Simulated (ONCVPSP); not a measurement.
Cs (Z = 55), ONCV: configuration errors across variants

| Quantity | Value |
| --- | --- |
| Element | Cs (Z = 55) |
| Generator | ONCVPSP 4.0.1 |
| Type | optimised norm-conserving Vanderbilt (ONCV) |
| Functional | LDA (Perdew-Wang 92) |
| Relativity | scalar-relativistic |
| Frozen core | [Kr] 4d10 5s2 |
| Valence charge | 7 |
| Reference configuration | 5p6 6s0.75 6p0.25 |
| Partial waves | 6s: rc 4.00 bohr, ncon 3, nbas 8, qcut 1.5 1/bohr, 1 projector; 5p+6p: rc 4.00 bohr, ncon 4, nbas 7, qcut 4 1/bohr, 3 projectors, debl 1.3 Ha; d scattering state at 0.06 Ha: rc 4.00 bohr, ncon 4, nbas 7, qcut 2 1/bohr, local |
| Local potential | the d channel |
| Core correction | Teter function, fcfact 2.5, rcfact 1.05 |

In the d channel the program set the typed energies aside and used 0.050 Ha.

All-electron excitation energies from the reference (eV): (1) 5p6 6s1 6p0 -0.361; (2) 5p6 6s0 6p0 3.635; (3) 5p6 6s0.5 6p0 1.192; (4) 5p6 6s0 6p1 1.112.

3 further variants failed, have other tests or too few solved ones, and are left out.

A true bound ghost makes a file unfit for plane-wave use even where its test errors are small: the radial tests pick states by their node count and pass the ghost by.

Errors AE − PS in meV (a dash: test not solved or not reliable):

```
    change   (1)   (2)   (3)   (4)  bound ghosts  GHOST(+) flags above zero
      base  -0.1  +2.3  +0.2  +0.2             s                       none
 p: rc 4.2  -0.1  +2.2  +0.2  +0.2             s                       none
 p: rc 4.5  -0.1  +2.1  +0.2  +0.1             s                       none
p: rc 4.84  -0.1  +1.8  +0.2   0.0             s                       none
p: rc 5.82  -0.2  -2.2  -0.1  -0.8             s                          p
```

(1) Give the same row for: p: rc 5.34.

Results:

(1) -0.1, +0.3, +0.1, -0.5; bound ghosts: s; GHOST(+) flags above zero: none.
